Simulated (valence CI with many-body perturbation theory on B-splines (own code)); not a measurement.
**Level structure of Fe⁴⁺**

Computed by valence CI with perturbative core correlation (CI+MBPT): four valence electrons over a frozen Dirac-Fock core [Ar], a basis of 9 s, 9 p, 10 d, 8 f, 5 g, 3 h, 1 i functions for each j, with the one-electron correlation potential Σ1 (screened to all orders), the two-electron term Σ2, the three-electron term Σ3, Breit, model QED; selected single and double excitations, second order for the rest, scaled by the run's own slope (own B-spline code, finite nucleus).

Set against measurement, 60 paired levels are off by 1841 cm⁻¹ on average, the worst by 4484. These come from a selection out of Corliss and Sugar, J. Phys. Chem. Ref. Data 11, 135 (1982). Levels without a partner in it may be off by more, other configurations by 1,000 to 8,000 cm⁻¹. Only levels of the ground parity were solved; by the run's estimate the other parity begins above the list, which can be wrong where configurations are misplaced.

Levels 1 to 45 of 64, with energies above the lowest level, 3d4 5D_0. "Leading %" is the weight of the configuration and term that name the level; weights of strongly mixed levels are sums over their largest components and can fall short.

```csv
No.,Configuration,Term,J,E (eV),Leading %,g,Second component
1,3d4,5D,0,0.000,99,,
2,3d4,5D,1,0.018,99,1.501,
3,3d4,5D,2,0.052,99,1.500,
4,3d4,5D,3,0.099,100,1.500,
5,3d4,5D,4,0.158,99,1.500,
6,3d4,3H,4,2.967,98,0.804,
7,3d4,3H,5,3.002,98,1.035,
8,3d4,3P,0,3.028,98,,
9,3d4,3H,6,3.039,99,1.166,
10,3d4,3P,1,3.139,99,1.499,
11,3d4,3F,2,3.301,99,0.668,
12,3d4,3F,3,3.309,94,1.064,6 % 3d4 3G
13,3d4,3P,2,3.322,99,1.497,
14,3d4,3F,4,3.323,93,1.235,5 % 3d4 3G
15,3d4,3G,3,3.630,94,0.768,6 % 3d4 3F
16,3d4,3G,4,3.670,93,1.058,5 % 3d4 3F
17,3d4,3G,5,3.702,98,1.198,
18,3d4,1I,6,4.463,99,1.000,
19,3d4,1G,4,4.493,98,1.001,
20,3d4,3D,3,4.550,99,1.333,
21,3d4,3D,2,4.566,98,1.167,
22,3d4,3D,1,4.586,99,0.500,
23,3d4,1S,0,4.999,98,,
24,3d4,1D,2,5.737,98,1.000,
25,3d4,1F,3,6.506,99,1.000,
26,3d4,3P,2,7.702,99,1.498,
27,3d4,3F,4,7.712,99,1.250,
28,3d4,3F,2,7.721,99,0.668,
29,3d4,3F,3,7.727,99,1.083,
30,3d4,3P,1,7.831,99,1.500,
31,3d4,3P,0,7.892,99,,
32,3d4,1G,4,8.783,99,1.000,
33,3d4,1D,2,11.668,99,1.000,
34,3d4,1S,0,15.144,99,,
35,3d3 4s,5F,1,22.660,98,-0.002,
36,3d3 4s,5F,2,22.696,98,0.999,
37,3d3 4s,5F,3,22.750,98,1.250,
38,3d3 4s,5F,4,22.819,98,1.350,
39,3d3 4s,5F,5,22.902,98,1.400,
40,3d3 4s,3F,2,23.712,98,0.666,
41,3d3 4s,3F,3,23.802,98,1.083,
42,3d3 4s,3F,4,23.914,98,1.249,
43,3d3 4s,5P,1,24.991,98,2.496,
44,3d3 4s,5P,2,25.022,97,1.830,
45,3d3 4s,5P,3,25.091,98,1.667,
```

The ionisation energy to 3d3 4F_3/2 of the next ion comes out as 74.593 eV (NIST: 75 ± 0.15 eV (semi-empirical), further off than twice its uncertainty). All 64 levels together are meant to be complete up to 27.534 eV.
